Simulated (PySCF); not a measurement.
C2H4N, SMILES [CH2]N=C, multiplicity 2. Atoms are numbered in the order given.

```xyz
7

C      0.0000     1.1379     0.1543
N      0.0000     0.0000    -0.5060
C      0.0000    -1.1379     0.1543
H      0.0000     1.1798     1.2472
H      0.0000     2.0667    -0.4019
H      0.0000    -2.0667    -0.4019
H      0.0000    -1.1798     1.2472
```
Charge 0, spin multiplicity 2.

Geometry: B3LYP-D3(BJ)/def2-TZVP. The isomer is the one that the SMILES or the coordinates give; other isomers of the formula were not compared.

Two levels are set side by side: PBE/pcH-1 (PySCF) and PBE0/pcH-1 (PySCF). Contact hyperfine couplings, same geometry. Differences are taken from unrounded values.

```tsv
quantity	PBE0
A(iso) of 13C, atom C1 (MHz)	67.8
A(iso) of 14N, atom N2 (MHz)	-15.4
A(iso) of 13C, atom C3 (MHz)	67.8
A(iso) of 1H, atom H4 (MHz)	-45.6
A(iso) of 1H, atom H5 (MHz)	-50.7
A(iso) of 1H, atom H6 (MHz)	-50.7
A(iso) of 1H, atom H7 (MHz)	-45.6
```

What does PBE give, and how far is it from PBE0? (The exact figures need the calculation; the answer reports its results.)


| quantity | PBE | PBE minus PBE0 |
|---|---|---|
| A(iso) of 13C, atom C1 (MHz) | 52.3 | -15.5 |
| A(iso) of 14N, atom N2 (MHz) | -10.0 | 5.5 |
| A(iso) of 13C, atom C3 (MHz) | 52.3 | -15.5 |
| A(iso) of 1H, atom H4 (MHz) | -37.8 | 7.8 |
| A(iso) of 1H, atom H5 (MHz) | -42.7 | 8.0 |
| A(iso) of 1H, atom H6 (MHz) | -42.7 | 8.0 |
| A(iso) of 1H, atom H7 (MHz) | -37.8 | 7.8 |
